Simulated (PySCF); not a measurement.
**Excitation energy of Ir by level of theory**

Ir [Xe] 4f14 5d7 6s2 (4F) → Ir [Xe] 4f14 5d7 6s1 7s1 (6F), as a difference of total energies. Calculation: PySCF 2.14, in aug-cc-pVTZ-PP with one added diffuse shell each of s, p, d, f, g type with ECP60MDF (7s7p6d4f3g, 113 functions); a scalar-relativistic core potential. Correlated levels: valence: 5s2 5p6 frozen. The calculations carry no spin-orbit coupling.

```tsv
method	excitation energy (cm⁻¹)
UHF	37068
LDA	53110
PBE	49564
PBE0	47681
r2SCAN	48749
B2PLYP	50626
M06-2X	49691
LC-wPBE	46011
MP2 (valence)	49538
SCS-MP2 (valence)	51327
```

The promoted electron is Rydberg-like, and one or two diffuse shells describe it only roughly, which tends to raise the upper state.
